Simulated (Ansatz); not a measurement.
Gas-phase electronic energies from Ansatz, PBE0-D4/def2-TZVP geometries. CBS: MP2 limit from def2 TZ/QZ plus the TZ coupled-cluster correction, frozen cores. Functionals use def2-TZVPP. B3LYP here is the variant with VWN-RPA as its local correlation; programs differ in this. No spin–orbit coupling; open shells (•) take unrestricted orbitals. For Ga, Se outer-core shells are correlated without core-valence functions, which leaves a few kJ/mol of doubt a bond. Scalar relativity is left out up to krypton. One conformer a species, not always the lowest.

`[NH2][GaH][SeH]` → `[NH2][GaH]`• + `[SeH]`•  (homolysis of the Ga–Se bond)

```json
{"level": "BLYP-D4", "ΔE (kJ/mol)": "328.3", "difference from CCSD(T)/CBS": "-38.4"}
{"level": "B97M-V", "ΔE (kJ/mol)": "345.8", "difference from CCSD(T)/CBS": "-20.9"}
{"level": "PBE0-D4", "ΔE (kJ/mol)": "346.8", "difference from CCSD(T)/CBS": "-19.9"}
{"level": "B3LYP-D4", "ΔE (kJ/mol)": "334.7", "difference from CCSD(T)/CBS": "-32.0"}
{"level": "ωB97M-V", "ΔE (kJ/mol)": "342.1", "difference from CCSD(T)/CBS": "-24.6"}
{"level": "revPBE", "ΔE (kJ/mol)": "318.1", "difference from CCSD(T)/CBS": "-48.6"}
{"level": "BLYP", "ΔE (kJ/mol)": "313.3", "difference from CCSD(T)/CBS": "-53.4"}
{"level": "B3LYP", "ΔE (kJ/mol)": "322.6", "difference from CCSD(T)/CBS": "-44.1"}
{"level": "r2SCAN0", "ΔE (kJ/mol)": "337.9", "difference from CCSD(T)/CBS": "-28.8"}
{"level": "BHLYP", "ΔE (kJ/mol)": "322.6", "difference from CCSD(T)/CBS": "-44.1"}
{"level": "LC-ωPBE", "ΔE (kJ/mol)": "336.9", "difference from CCSD(T)/CBS": "-29.8"}
{"level": "RPA@PBE/def2-TZVPP", "ΔE (kJ/mol)": "325.7", "difference from CCSD(T)/CBS": "-41.0"}
{"level": "HF/def2-SVP", "ΔE (kJ/mol)": "250.0", "difference from CCSD(T)/CBS": "-116.7"}
{"level": "HF/def2-TZVPP", "ΔE (kJ/mol)": "247.3", "difference from CCSD(T)/CBS": "-119.4"}
{"level": "MP2/def2-TZVPP", "ΔE (kJ/mol)": "363.2", "difference from CCSD(T)/CBS": "-3.5"}
{"level": "HF/def2-QZVPP", "ΔE (kJ/mol)": "245.1", "difference from CCSD(T)/CBS": "-121.6"}
{"level": "CCSD(T)/CBS", "ΔE (kJ/mol)": "366.7", "difference from CCSD(T)/CBS": "0"}
```

Largest T1 diagnostic among the species: 0.016.

At CCSD(T), def2-SVP lies −37.9 kJ/mol from the extrapolated value and def2-TZVPP −17.7 kJ/mol: correlation converges slowly with the basis, and small sets miss more of it in the bonded molecule than in its fragments. From BLYP to BHLYP (50 % exact exchange), in def2-TZVPP and without D4, ΔE moves by +9.2 kJ/mol.
